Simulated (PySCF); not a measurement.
C₄H₆F₂, SMILES CCC=C(F)F.

Coordinates come from a PBE0-D3(BJ)/def2-SVP optimisation. The values are those of a single conformer.

Two levels are set side by side: TDDFT-PBE/def2-SVPD (PySCF) and TDDFT-ωB97X/def2-SVPD (PySCF). Vertical, same geometry. The lowest singlet is HOMO→LUMO+1 82 %, HOMO→LUMO 17 % with PBE and HOMO→LUMO 64 %, HOMO→LUMO+1 24 % with the other functional; states are paired by order. Differences are taken from unrounded values.

```tsv
quantity	TDDFT-ωB97X	TDDFT-PBE	TDDFT-PBE minus TDDFT-ωB97X
lowest singlet excitation (eV)	7.27	6.01	-1.26
lowest triplet excitation (TDA) (eV)	4.66	4.64	-0.02
first bright state (f over 0.05) (eV)	7.73	6.62	-1.11
its oscillator strength	0.44	0.06	-0.38
```

A lower first singlet is the usual sign of a functional without exact exchange. Differences between two approximate levels are no errors against the true value.

Rough cost on one machine, each run with all the roots and properties that it gave: TDDFT-ωB97X against TDDFT-PBE about 7 times.
